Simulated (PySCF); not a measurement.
# A small calculation by hand: oscillator strength and radiative lifetime

C3H9Ga, SMILES [CH3][Ga]([CH3])[CH3].

The structure is a stationary point at B3LYP-D3(BJ)/def2-SVP. The isomer is the one that the SMILES or the coordinates give; other isomers of the formula were not compared.

TDA-PBE/def2-SVPD run with PySCF puts the first singlet state with f over 0.02 at 5.77 eV (vertical), with the transition dipole (0.533, 0.445, 0.150) in atomic units.

Question: Find the oscillator strength, the wavelength and the radiative lifetime that this transition would have in vacuum if emission retraced absorption.

Answer: 
|μ|² = 0.5046 au, so |μ| = 1.81 D. ΔE = 5.77/27.211 = 0.2120 hartree. f = (2/3) ΔE |μ|² = 0.071 (the program prints 0.071).
λ = 1239.84/5.77 = 215 nm; ν = 46538 cm⁻¹.
Einstein's coefficient A = 0.6670 ν² f s⁻¹ (ν in cm⁻¹) = 1.0e8 s⁻¹, so τ = 1/A = 9.7 ns. This state is S3; the lower singlets have f = 0.000, 0.000. The figure is the radiative limit of this one transition; relaxation, internal conversion, crossing to triplets and a medium change what is measured.
